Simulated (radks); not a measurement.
Values are calculated unless marked as measured or tabulated.
Question: The mean radii <r> (bohr) of the occupied orbitals of an atom or ion are listed with their occupations. Code: a radial shooting solver on a logarithmic mesh with Libxc functionals. Model: scalar-relativistic Kohn-Sham, PBE, spin-unpolarised, spherical densities, finite nucleus; Fermi nuclear charge, rms radius of each element as measured or else 0.836 A^(1/3) + 0.57 fm.

orbital  occ.      <r>
1s          2  0.07304
2s          2   0.3435
2p          6   0.3077
3s          2    1.075
3p          6    1.168
4s          2    3.721
3d          1    1.869

Name the element and its charge.

Answer: Z = 21, scandium, charge 0: Sc in [Ar] 3d1 4s2. The 1s radius gives Z: for a bare nucleus <r> = (2 gamma + 1)/(2Z) with gamma = sqrt(1 - (Z/c)^2), 0.07087 bohr for Z = 21, and screening makes it slightly larger (0.07304 here). The occupations add up to 21, and the charge is Z minus that.
